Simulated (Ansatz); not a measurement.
CH8OSSi2 can be A, `O[SiH2]C[SiH2]S`, or B, `CS[SiH2]O[SiH3]`.

Computed with Ansatz on PBE0-D4/def2-TZVP structures; ΔE is electronic, products minus reactants. CCSD(T)/CBS is the MP2 limit (def2-TZVPP, def2-QZVPP) plus CCSD(T) − MP2 in def2-TZVPP, frozen cores. DFT in def2-TZVPP. B3LYP here is the variant with VWN-RPA as its local correlation; programs differ in this. Each species was taken in one conformer, which may not be the lowest.

**Question.** Which isomer does CCSD(T)/CBS put lower? Give the gap. (An estimate is asked.)

**Answer.** The calculation gave: B, by 51.1 kJ/mol.

**Question.** Give E(B) − E(A) in kJ/mol with CCSD/def2-TZVPP, PBE-D4, B3LYP, PBE0-D4, B3LYP-D4, CCSD(T)/def2-TZVPP, HF/def2-TZVPP. (Best estimate.)

**Answer.** The calculation gave: CCSD/def2-TZVPP -51.4, PBE-D4 -42.2, B3LYP -55.4, PBE0-D4 -44.1, B3LYP-D4 -59.1, CCSD(T)/def2-TZVPP -49.8, HF/def2-TZVPP -71.0. None reverses the order clearly.

Largest T1 diagnostic: 0.011.

In def2-TZVPP, CCSD(T) changes the Hartree–Fock value by +21.2 kJ/mol (the triples alone add +1.5 kJ/mol) and MP2 by +20.7 kJ/mol. The D4 term adds −3.7 kJ/mol with B3LYP and −2.1 kJ/mol with PBE0; it sums over pairs of atoms, weighted by their polarisabilities, and B3LYP, whose exchange is more repulsive, gets the larger term.
